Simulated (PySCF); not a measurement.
Gas-phase reaction: Ga2H6 + 2 Cl2 + 4 GaCl2 ⇌ 6 GaHCl2

Method: PySCF energies plus ideal-gas RRHO corrections (1 bar). † marks an energy on the PBE0/def2-TZVP geometry and frequencies; other levels use their own. MP2 freezes the core. 6-31G* has spherical d functions here. Open shells (unrestricted): GaCl2 (multiplicity 2); the rest are closed-shell singlets. B3LYP is the form with VWN-RPA correlation. Ga: all electrons, no relativistic terms. Ga2H6, GaCl2, GaHCl2: computed as isolated molecules; such fragments, hydroxides, amides, oligomers or adducts are transient or little studied in the gas. MP2 isn't extrapolated to the basis-set limit.

```json
[
 {"level": "B3LYP/6-31G*", "ΔH°(298 K), kJ": "-1076"},
 {"level": "HF/def2-TZVP†", "ΔH°(298 K), kJ": "?"},
 {"level": "M06-2X/def2-TZVP†", "ΔH°(298 K), kJ": "?"},
 {"level": "MP2/def2-SVP†", "ΔH°(298 K), kJ": "-1267"},
 {"level": "MP2/def2-TZVPP†", "ΔH°(298 K), kJ": "?"},
 {"level": "PBE/def2-TZVP†", "ΔH°(298 K), kJ": "?"},
 {"level": "PBE0/def2-QZVP†", "ΔH°(298 K), kJ": "-1094"},
 {"level": "PBE0/def2-TZVP", "ΔH°(298 K), kJ": "-1099"},
 {"level": "ωB97M-V/def2-TZVP†", "ΔH°(298 K), kJ": "-1139"},
 {"level": "ωB97X-V/def2-TZVP†", "ΔH°(298 K), kJ": "-1176"}
]
```

Q: Complete the blanks.

A: 
- HF/def2-TZVP†, ΔH°(298 K), kJ: -1120
- M06-2X/def2-TZVP†, ΔH°(298 K), kJ: -1135
- MP2/def2-TZVPP†, ΔH°(298 K), kJ: -1211
- PBE/def2-TZVP†, ΔH°(298 K), kJ: -1038
